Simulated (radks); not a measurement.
Results of a calculation; reference values are marked as such.
Question: All-electron atom: Rb0.6+ in [Kr] 5s(up 0.4, down 0) (fractional occupations, a model configuration). Code: a radial shooting solver on a logarithmic mesh with Libxc functionals. Model: non-relativistic Kohn-Sham, PBE, spin-polarised, spherical densities, point nucleus; relativity is left out, which matters for an element this heavy. Some entries of the table are withheld. Estimate them.

| orbital | occ. | eigenvalue (eV) | <r> (bohr) | r(max) (bohr) |
|---|---|---|---|---|
| 1s up | 1 | -14746.17 | 0.04129 | 0.02728 |
| 1s down | 1 | -14746.17 | 0.04129 | 0.02728 |
| 2s up | 1 | -1945.681 | 0.1822 | 0.1536 |
| 2s down | 1 | -1945.679 | 0.1822 | 0.1536 |
| 2p up | 3 | -1766.881 | 0.1569 | 0.1214 |
| 2p down | 3 | -1766.879 | 0.1569 | 0.1214 |
| 3s up | 1 | -290.2621 | 0.5218 | 0.4610 |
| 3s down | 1 | -290.2582 | 0.5218 | 0.4610 |
| 3p up | 3 | -225.7477 | 0.5235 | 0.4508 |
| 3p down | 3 | -225.7437 | 0.5235 | 0.4508 |
| 3d up | 5 | -109.5135 | 0.5236 | (1) |
| 3d down | 5 | -109.5090 | 0.5236 | (2) |
| 4s up | 1 | (3) | 1.484 | 1.287 |
| 4s down | 1 | (4) | 1.483 | 1.287 |
| 4p up | 3 | -19.2422 | (5) | 1.437 |
| 4p down | 3 | -19.1904 | (6) | 1.436 |
| 5s up | 0.4 | -4.5676 | 4.778 | 4.050 |

Answer: 
(1) 3d up r(max) (bohr): 0.3928
(2) 3d down r(max) (bohr): 0.3928
(3) 4s up eigenvalue (eV): -34.0294
(4) 4s down eigenvalue (eV): -34.0025
(5) 4p up <r> (bohr): 1.730
(6) 4p down <r> (bohr): 1.725
